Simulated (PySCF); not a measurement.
Trend along the fifth-period p block: MB cations

r²SCAN with double-zeta basis sets in PySCF, for the lowest determinant that a PBE0 search found; no spin–orbit coupling. De refers to high-spin ground-configuration atoms (the charge goes to the atom of lower measured ionisation energy or higher electron affinity, which is not always the lowest computed limit). A positive dipole points towards B; it is taken about the centre of mass and depends on that origin.

| M | basis | charged atom | state (unpaired electrons) | Re (Å) | ωe (cm⁻¹) | De (eV) | μ (D) |
| --- | --- | --- | --- | --- | --- | --- | --- |
| In | def2-SVP | In+ | doublet (σ ↑) | 2.973 | 192 | 0.73 | 2.78 |
| Sn | cc-pVDZ-PP/cc-pVDZ | Sn+ | triplet (σ ↑, π ↑) | 2.391 | 415 | 2.23 | 1.62 |
| Sb | cc-pVDZ/cc-pVDZ-PP | B+ | quartet (σ ↑, π ↑↑) | 2.189 | 544 | 3.15 | 2.18 |
| I | x2c-SVPall | B+ | doublet (σ ↑) | 1.965 | 813 | 3.76 | 2.99 |

Problem. By what factor does the bond length vary along the series?

Solution. At r²SCAN it runs from 1.965 Å (BI⁺) to 2.973 Å (InB⁺), a factor of 1.51.

The rows differ in basis set, which adds steps of its own.

The state changes along the series, so neighbouring rows are not always alike in their bonding.

Spin–orbit coupling is left out, which matters for elements this heavy, above all for dissociation energies. For an ion De counts to the pair picked by the measured ionisation energies or electron affinities, which need not be the lowest pair at this level. States were picked by a PBE0 search and need not be the measured ground states.
